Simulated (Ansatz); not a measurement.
**Ligand exchange: Sn(CH3)Cl + HfCl4 → SnCl2 + Hf(CH3)Cl3**

Gas-phase species: Sn(CH3)Cl, singlet; HfCl4 (hafnium tetrachloride) `[Cl][Hf]([Cl])([Cl])[Cl]`, singlet; SnCl2 `[Cl][Sn][Cl]`, singlet; Hf(CH3)Cl3, singlet. The partners trade CH3 for Cl: Sn–CH3 and Hf–Cl bonds give way to Sn–Cl and Hf–CH3.

Shapes, held fixed at every level: PBE0-D4/def2-TZVP. Programs: Ansatz 0.2.0. The zero-point and thermal change to 298 K, harmonic and unscaled (PBE0-D4/def2-TZVP), is -1.8 kJ/mol.

```json
{"level": "HF/def2-TZVPP", "kind": "Hartree–Fock", "ΔH(298 K) (kJ/mol)": "+32.7", "less CCSD(T)/def2-TZVPP": "-5.3"}
{"level": "PBE-D4/def2-TZVPP", "kind": "GGA", "ΔH(298 K) (kJ/mol)": "+24.5", "less CCSD(T)/def2-TZVPP": "-13.5"}
{"level": "BHLYP-D4/def2-TZVPP", "kind": "global hybrid", "ΔH(298 K) (kJ/mol)": "+28.5", "less CCSD(T)/def2-TZVPP": "-9.5"}
{"level": "PBE0-D4/def2-TZVPP", "kind": "global hybrid", "ΔH(298 K) (kJ/mol)": "+28.2", "less CCSD(T)/def2-TZVPP": "-9.8"}
{"level": "wB97X-V/def2-TZVPP", "kind": "range-separated hybrid", "ΔH(298 K) (kJ/mol)": "+30.2", "less CCSD(T)/def2-TZVPP": "-7.8"}
{"level": "CCSD(T)/def2-SVP", "kind": "coupled cluster or CI", "ΔH(298 K) (kJ/mol)": "+39.4", "less CCSD(T)/def2-TZVPP": "+1.4"}
{"level": "CCSD/def2-TZVPP", "kind": "coupled cluster or CI", "ΔH(298 K) (kJ/mol)": "+36.2", "less CCSD(T)/def2-TZVPP": "-1.8"}
{"level": "CCSD(T)/def2-TZVPP", "kind": "coupled cluster or CI", "ΔH(298 K) (kJ/mol)": "+38.0", "less CCSD(T)/def2-TZVPP": "0.0"}
```

The highest level, CCSD(T)/def2-TZVPP, gives ΔH(298 K) = +38.0 kJ/mol; the levels span +24.5 to +39.4. The column of differences is taken from that level and isn't an error. No measured value is set beside it here. For atoms past krypton def2 sets carry core potentials with scalar relativity. Outer-core shells of Hf, Sn are correlated, in sets that cover them unevenly.
